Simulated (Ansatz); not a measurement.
Geometry optimisation, RKS BLYP-D4/6-31G in Ansatz 0.2.0.

input.yaml

```yaml
crystal:
  periodic: [false, false, false]
  atoms:
    - { symbol: C, position_ang: [-0.7093, -1.9376, -0.3852] }
    - { symbol: C, position_ang: [-0.3717, -1.284, 0.9405] }
    - { symbol: Al, position_ang: [-0.1521, 0.6986, 0.7755] }
    - { symbol: F, position_ang: [-1.0666, 1.8256, 1.7597] }
    - { symbol: C, position_ang: [1.232, 1.4196, -0.4995] }
    - { symbol: S, position_ang: [0.4053, 2.4622, -1.7393] }
    - { symbol: H, position_ang: [-1.6882, -1.4558, -0.7519] }
    - { symbol: H, position_ang: [0.0752, -1.6913, -1.1582] }
    - { symbol: H, position_ang: [-0.8838, -2.9721, -0.2375] }
    - { symbol: H, position_ang: [0.586, -1.7301, 1.3172] }
    - { symbol: H, position_ang: [-1.1724, -1.4831, 1.7113] }
    - { symbol: H, position_ang: [1.9926, 2.0464, 0.0868] }
    - { symbol: H, position_ang: [1.6984, 0.6077, -0.9954] }
    - { symbol: H, position_ang: [0.042, 3.4648, -0.7952] }
basis:
  gaussian: { orbitals: "6-31G" }
hamiltonian:
  xc: blyp
  dispersion: d4
relax:
  f_tol: 0.02
  max_steps: 50
```

Run as:

```bash
$ ansatz run input.yaml --threads 1 --pin off --max-ram 2048MiB --backend cpu --events-out ev --progress --plain --runs-dir out
```

Question: Where does it end, and by what steps?

Answer: It converged. The force dipped under the threshold on the way, but the program's further checks kept it going. Limits of this set-up: no polarisation functions. After 24 steps the energy has fallen by 0.585 eV; F4 moved furthest, 1.13 Å. Joined: Al3–S6.

| step | energy less start (eV) | largest force component (eV/Å) | accepted |
| --- | --- | --- | --- |
| 0 | 0.0000 | 3.347 | yes |
| 1 | -0.3769 | 1.617 | yes |
| 2 | -0.4602 | 0.475 | yes |
| 3 | -0.3979 | 0.658 | no |
| 4 | -0.4879 | 0.249 | yes |
| 5 | -0.5085 | 0.098 | yes |
| 6 | -0.5218 | 0.250 | yes |
| 7 | -0.5377 | 0.110 | yes |
| 8 | -0.5537 | 0.245 | yes |
| 9 | -0.5589 | 0.416 | yes |
| 10 | -0.5689 | 0.233 | yes |
| 11 | -0.5731 | 0.052 | yes |
| 12 | -0.5720 | 0.145 | no |
| 13 | -0.5745 | 0.014 | yes |
| 14 | -0.5768 | 0.038 | yes |
| 15 | -0.5777 | 0.131 | yes |
| 16 | -0.5794 | 0.147 | yes |
| 17 | -0.5815 | 0.054 | yes |
| 18 | -0.5833 | 0.064 | yes |
| 19 | -0.5835 | 0.085 | yes |
| 20 | -0.5842 | 0.056 | yes |
| 21 | -0.5846 | 0.026 | yes |
| 22 | -0.5848 | 0.015 | yes |
| 23 | -0.5850 | 0.033 | yes |
| 24 | -0.5851 | 0.014 | yes |

```xyz
14
Properties=species:S:1:pos:R:3
C -0.500 -1.838 -0.460
C -0.614 -1.162 0.937
Al 0.199 0.641 0.981
F -0.094 1.711 2.320
C 1.304 1.384 -0.475
S -0.366 1.976 -1.422
H -1.001 -1.238 -1.241
H 0.554 -1.968 -0.766
H -0.967 -2.839 -0.463
H -0.135 -1.794 1.710
H -1.676 -1.079 1.239
H 1.946 2.262 -0.333
H 1.773 0.680 -1.175
H -0.436 3.232 -0.823
```

Whether the end is a true minimum wasn't checked by a vibrational analysis.

Run time: 4 min on 1 thread of Arm Neoverse N1, with other jobs on the host, peak memory 0.15 GiB.
